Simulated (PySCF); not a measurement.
F₃Ge, SMILES [F][Ge]([F])[F] (connectivity only; charge and spin as stated), charge +1, multiplicity 1. Heavy atoms are numbered as in [F:1][Ge:2]([F:3])[F:4].

Geometry optimised at PBE0-D3(BJ)/def2-SVP. The spin state was assumed, not searched. The isomer is the one that the SMILES or the coordinates give; other isomers of the formula were not compared.

Method: KT2/pcSseg-2 in PySCF.

GIAO shieldings, no solvent; atoms alike by connectivity are averaged. δ = σ(ref) − σ: ¹⁹F against CFCl3 (σ = 125.1 ppm); ⁷³Ge against GeH4 (σ = 1672.1 ppm), references at their B3LYP-D3(BJ)/def2-TZVP geometries, non-relativistic.

| nucleus | atoms | count | δ (ppm) |
|---|---|---|---|
| ¹⁹F | F1 | 3 | -80.5 |
| ⁷³Ge | Ge2 | 1 | 201.6 |
